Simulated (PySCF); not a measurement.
# Spectroscopy problems

PySCF calculation with geometry: GFN2-xTB, GIAO PBE0/pcSseg-1 shieldings and couplings computed with B3LYP/pcJ-1 (spin–dipole term left out of most H,H and C,H couplings); rapidly exchanging positions averaged, non-relativistic Hamiltonian, in vacuum, one computed conformer.

δ = σ(ref) − σ, references computed at the same level: 1H, 13C vs TMS. Multiplet labels drop J under 1 Hz and among equivalent protons, and merge close values. Unscaled 3J(H,H) run several per cent high. Splittings of carbon signals by F and P are missing where no couplings were computed. Where no couplings were computed, multiplicities follow the n + 1 count of equivalent neighbours, and m marks all less simple cases (inequivalent or close neighbours, rings, F or P nearby). Acid and N–H amide carbonyl carbons lie up to 10 ppm further downfield in solution (hydrogen bonding). Shifts are as computed. Against solution values, carbons near 30 ppm lie about +3 ppm off and those near 130 ppm about +5 ppm. Of 1211 compounds with measured shifts, 218 miss one by over three times the rms of a fit or turn the order of signals round; such compounds aren't used in these exercises. OH and NH positions are gas-phase values without hydrogen bonding to other molecules.

**Question.** C₄H₆O. 1H NMR (400 MHz, computed): δ 2.71 (t, J = 9.6 Hz, 1H), 2.10 (dq, J = 9.6, 7.7 Hz, 2H), 1.18 (t, J = 7.7 Hz, 3H). 13C{1H} NMR (computed): δ 204.7 (C), 21.7 (CH3), 20.3 (CH), 20.1 (CH2). Identify the compound.

**Answer.** ethylketene (CCC=C=O). The formula gives 2 degrees of unsaturation (no ring in the answer). 4 carbon signals for 4 carbons: no two carbons are equivalent. Carbon types of the structure: 1 × C, 1 × CH, 1 × CH2, 1 × CH3, which accounts for all hydrogens. δC 204.7: central carbon of a ketene. δC 21.7: methyl carbon; aliphatic region, no heteroatom directly attached. δC 20.1: allylic sp3 CH2; saturated and bonded to C and H only. δH 2.10: hydrogen on an allylic sp3 CH2; allylic position. The protons at 2.10 and 2.71 share a coupling of 9.6 Hz (vicinal). The protons at 1.18 and 2.10 share a coupling of 7.7 Hz (vicinal).

The shifts were computed for this structure.

**Question.** C₅H₉FO₃Si. 1H NMR (400 MHz, computed): δ 6.49 (s, 1H), 6.39 (br s, 1H), 5.02 (s, 2H), 4.73 (m, 2H), 2.85 (m, 2H), 2.37 (br s, 1H). 13C{1H} NMR (computed): δ 188.8 (C), 175.1 (C), 133.1 (CH), 90.0 (CH2), 45.5 (CH2). What is it?

**Answer.** `C(/C(=C/C(=O)O)[SiH2]O)CF`. The formula gives 2 degrees of unsaturation (no ring in the answer). 5 carbon signals for 5 carbons: no two carbons are equivalent. Carbon types of the structure: 2 × C, 1 × CH, 2 × CH2, leaving 4 H on heteroatoms. δC 188.8: β carbon of a C=C–C=O unit; conjugation with the carbonyl draws π density from the β position. δC 175.1: carboxylic acid carbon; lone-pair donation from the attached heteroatom keeps it upfield of a ketone carbonyl. δC 133.1: α carbon of a C=C–C=O unit; as expected for a trigonal carbon in a double bond. δC 90.0: sp3 CH2 bonded to F; deshielded by the electronegative neighbour.

The data come from this structure; uniqueness wasn't tested.
